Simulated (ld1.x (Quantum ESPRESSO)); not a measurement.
**tantalum (Ta), PAW: configuration errors across variants**

```
Element                 : Ta (Z = 73)
Generator               : ld1.x (Quantum ESPRESSO) 7.5
Type                    : PAW
Functional              : PBE
Relativity              : fully relativistic
Frozen core             : [Xe] 4f14
Valence charge          : 5
Reference configuration : 5d3 6s2 6p0
Partial waves           : 6s (bound): rcut 2.40, rcutus 3.05 bohr; 6s channel at 0.25 Ry: rcut 2.40, rcutus 3.05 bohr; 6p (bound, empty): rcut 4.25, rcutus 4.80 bohr; 6p channel at 1.75 Ry: rcut 4.25, rcutus 4.80 bohr; 5d (bound): rcut 2.10, rcutus 2.85 bohr; 5d channel at 0.05 Ry: rcut 2.10, rcutus 2.85 bohr
Local potential         : all-electron potential smoothed inside 2.50 bohr (lloc = -1)
Core correction         : Bessel-smoothed model core inside 2.90 bohr
Augmentation charge     : BG, radius 2.10 bohr
```

Open shells are filled in proportion to 2j + 1 (rel_dist='average').

All-electron excitation energies from the reference (eV): (1) 5d3 6s1 6p0 8.471; (2) 5d3 6s0 6p0 23.445; (3) 5d2 6s0 6p0 47.037; (4) 5d4 6s0 6p0 9.904; (5) 5d3 6s1.5 6p0 3.463.

1 further variants failed, have other tests or too few solved ones, and are left out.

Errors AE − PS in meV (a dash: test not solved or not reliable):

```tsv
change	(1)	(2)	(3)	(4)	(5)	bound ghosts
base	+8.7	-7.3	-237	-23	+3.2	not determined
waves 5d (bound): rcut 2.10, rcutus 2.86 bohr; 5d channel at 0.05 Ry: rcut 2.10, rcutus 2.86 bohr	+8.7	-7.3	-237	-23	+3.2	not determined
waves 6s (bound): rcut 2.40, rcutus 2.78 bohr; 6s channel at 0.25 Ry: rcut 2.40, rcutus 2.78 bohr	+1.1	-11	-238	-26	+0.5	not determined
wave 5d channel at 0.05 Ry: rcut 2.10, rcutus 2.85 bohr becomes 5d channel at 0.07 Ry: rcut 2.10, rcutus 2.85 bohr	+8.7	-7.0	-237	-22	+3.2	not determined
local potential all-electron potential smoothed inside 5.66 bohr (lloc = -1)	+1.3	-32	-364	-21	+1.2	not determined
core correction Bessel-smoothed model core inside 2.52 bohr	+10	-7.9	-231	-23	+3.8	not determined
waves 6p (bound): rcut 4.25, rcutus 5.38 bohr; 6p channel at 1.75 Ry: rcut 4.25, rcutus 5.38 bohr	+8.7	-7.3	-237	-23	+3.2	not determined
```

Q: Give the same row for: augmentation BESSEL, radius 2.25 bohr.

A: -1.6, -14, -237, -35, -0.2; bound ghosts: not determined.
